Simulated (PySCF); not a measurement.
Levels of Sr³³⁺ from EOM-EA-GCCSD

Reference: closed-shell Sr³⁴⁺, [He] 2s2; one electron is added. Calculated with PySCF 2.14, two-component X2C-1e with screened spin-orbit coupling, an uncontracted even-tempered set (17 s from 3.3 bohr⁻², ratio 2.6; 12 p from 4.3 bohr⁻², ratio 2.6; 7 d from 4.4 bohr⁻², ratio 2.8; 4 f from 87 bohr⁻², ratio 2.8); frozen nothing; the 32 highest virtual spinors dropped; of the others 50 kept and the rest restored at second order. No Breit or QED terms. Binding energies in eV.

```
level  Koopmans  second order  EOM-CCSD
2p1/2    4238.7        4238.7    4236.4
2p3/2    4159.1        4159.6    4158.8
```

For comparison, the ionisation energy of Sr³³⁺ is 4232 ± 3 eV (semi-empirical (NIST evaluation); NIST Atomic Spectra Database, ionization energies).

Only part of the computed levels is shown.
